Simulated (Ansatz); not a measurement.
CH₇BO₂Si, SMILES `OCOB[SiH3]`, relaxed with RKS PBE0-D4/def2-TZVP in the Gaussian-basis code of Ansatz from a PBE-D4/def2-SVP geometry. The force threshold is 0.005 eV/Å; the program also tests the step.

Total charge 0; spin multiplicity 1.

Start:

```xyz
12

O     0.808   -1.304   -0.583
C     0.172   -0.538   -1.550
O    -1.040    0.085   -1.088
B    -1.153    0.659    0.141
Si    0.328    0.712    1.551
H     0.257   -2.088   -0.395
H     0.888    0.255   -1.853
H    -0.129   -1.128   -2.445
H    -2.253    1.149    0.350
H     1.700    0.986    0.987
H     0.386   -0.584    2.324
H     0.037    1.796    2.562
```

| step | energy (eV) | largest force (eV/Å) | largest move (Å) |
| --- | --- | --- | --- |
| 1 | -13792.0019 | 0.696 | 0.000 |
| 2 | -13792.0427 | 0.239 | 0.033 |
| 3 | -13792.0484 | 0.070 | 0.035 |
| 4 (rejected) | -13792.0341 | 0.431 | 0.054 |
| 5 | -13792.0499 | 0.033 | 0.027 |
| 6 | -13792.0531 | 0.123 | 0.098 |
| 7 | -13792.0548 | 0.126 | 0.045 |
| 8 | -13792.0577 | 0.127 | 0.089 |
| 9 | -13792.0588 | 0.112 | 0.037 |
| 10 | -13792.0595 | 0.096 | 0.056 |
| 11 (rejected) | -13792.0594 | 0.103 | 0.051 |
| 12 | -13792.0606 | 0.035 | 0.023 |
| 13 | -13792.0607 | 0.021 | 0.012 |
| 14 | -13792.0608 | 0.010 | 0.018 |
| 15 | -13792.0609 | 0.010 | 0.015 |
| 16 | -13792.0609 | 0.005 | 0.010 |

End:

```xyz
12

O     0.685   -1.526   -0.691
C     0.201   -0.502   -1.486
O    -1.047   -0.012   -1.022
B    -1.165    0.556    0.199
Si    0.349    0.807    1.534
H     0.118   -2.297   -0.794
H     0.948    0.293   -1.456
H     0.027   -0.820   -2.518
H    -2.282    0.894    0.481
H     1.714    0.849    0.938
H     0.307   -0.313    2.517
H     0.144    2.072    2.296
```

It took 44 s on 4 threads of an Arm Neoverse V2 on a shared host, with 0.5 GiB of host memory at the peak.
